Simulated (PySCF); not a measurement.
C₇H₉FO₂.
Atom-mapped SMILES: `[CH:1]#[C:2][C@@H:3]1[CH2:4][O:5][C@@H:6]([F:7])[O:8][C@@H:9]1[CH3:10]` (hydrogens: H11 on C1; H12 on C3; H13, H14 on C4; H15 on C6; H16 on C9; H17, H18, H19 on C10)

A GFN2-xTB structure was refined with PBE0-D3(BJ)/def2-SVP geometry optimisation, gas phase (PySCF 2.14.0). Its GFN2-xTB values:

| coordinate | GFN2-xTB |
| --- | --- |
| C1≡C2 | 1.196 Å |
| C1–H11 | 1.049 Å |
| C2–C3 | 1.452 Å |
| C3–C4 | 1.537 Å |
| C3–C9 | 1.543 Å |
| C3–H12 | 1.095 Å |
| C4–O5 | 1.425 Å |
| C4–H13 | 1.091 Å |
| C4–H14 | 1.098 Å |
| O5–C6 | 1.359 Å |
| C6–F7 | 1.402 Å |
| C6–O8 | 1.356 Å |
| O8–C9 | 1.435 Å |
| C9–C10 | 1.519 Å |
| C9–H16 | 1.101 Å |
| C10–H17 | 1.086 Å |
| C1–C2–C3 | 178.2° |
| C2–C3–C4 | 110.3° |
| C2–C3–C9 | 111.4° |
| C3–C9–O8 | 109.4° |
| C3–C9–C10 | 113.3° |
| C4–O5–C6 | 113.3° |
| O5–C6–O8 | 116.7° |
| C6–O8–C9 | 113.8° |
| C2–C3–C4–O5 | -68° |
| C2–C3–C9–O8 | 67° |
| C3–C4–O5–C6 | -53° |
| C6–O8–C9–C10 | 178° |

Task: How do these coordinates change at the PBE0-D3(BJ)/def2-SVP level?

Result: 
| coordinate | PBE0-D3(BJ)/def2-SVP (Å or °) | change |
| --- | --- | --- |
| C1–H11 | 1.074 | +0.025 |
| C6–F7 | 1.378 | -0.024 |
| C1≡C2 | 1.211 | +0.015 |
| C4–O5 | 1.411 | -0.014 |
| O8–C9 | 1.422 | -0.013 |
| C10–H17 | 1.099 | +0.013 |
| C9–C10 | 1.507 | -0.012 |
| C6–O8 | 1.366 | +0.010 |
| C3–H12 | 1.104 | +0.009 |
| C2–C3 | 1.459 | +0.007 |
| O5–C6 | 1.366 | +0.007 |
| C4–H13 | 1.097 | +0.006 |
| C4–H14 | 1.104 | +0.006 |
| C9–H16 | 1.106 | +0.005 |
| C3–C4 | 1.533 | -0.004 |
| C3–C9 | 1.541 | -0.002 |
| O5–C6–O8 | 114.5 | -2.2 |
| C3–C9–C10 | 114.8 | +1.5 |
| C2–C3–C4 | 111.8 | +1.5 |
| C2–C3–C9 | 112.8 | +1.4 |
| C1–C2–C3 | 179.5 | +1.3 |
| C6–O8–C9 | 114.9 | +1.1 |
| C4–O5–C6 | 114.1 | +0.8 |
| C3–C9–O8 | 109.0 | -0.4 |
| C2–C3–C9–O8 | 70 | +3 |
| C6–O8–C9–C10 | 180 | +2 |
| C2–C3–C4–O5 | -70 | -2 |
| C3–C4–O5–C6 | -55 | -2 |

The energy falls by 1.8 kcal/mol over 9 energy and gradient evaluations, the largest force component goes from 0.0239 to 3.4e-04 Eh/bohr, and the atoms move by 0.053 Å rms after alignment. Among the bonds, C6–F7 and C1–H11 change most and about equally (-0.024 to +0.025 Å). Bonds longer at the end by more than 0.005 Å: 11 of 19; shorter: 4. Rotational constants go from 2055, 1232, 958.3 to 2071, 1210, 938.8 MHz.

The run used 185 basis functions and 67 SCF cycles in all. On one thread, Arm Neoverse V2, no GPU, on a shared host, this took 3.1 min.

No frequency check. One conformer, not necessarily the lowest.
